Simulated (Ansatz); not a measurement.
Basis-set extrapolation for CH₅AlSSi (PBE0-D4/def2-TZVP geometry, frozen core, Ansatz). Multiplicity 1, RHF reference.

```json
{"": "HF", "def2-TZVPP": "-969.168198", "def2-QZVPP": "-969.196940"}
{"": "MP2 correlation", "def2-TZVPP": "-0.533201", "def2-QZVPP": "-0.573224"}
{"": "CCSD(T) correlation", "def2-TZVPP": "-0.618134", "def2-QZVPP": "not run"}
```

Energies in hartree. Use E(X) = E(∞) + A·exp(−7.88·√X) for Hartree–Fock and E(X) = E(∞) + B·X^(−2.97) for correlation, with X = 3 and 4, and add CCSD(T) minus MP2 of the smaller set to the MP2 limit.

Question: What is the CCSD(T) energy at the basis-set limit?

Answer: HF limit: -969.196940 + (-0.028742) × 0.13774 = -969.20090. MP2 limit: -0.573224 + (-0.040023) × 0.74074 = -0.60287. Higher-order term: -0.618134 − (-0.533201) = -0.08493. Total: -969.88870 hartree, 268.8 kJ/mol below CCSD(T)/def2-TZVPP.
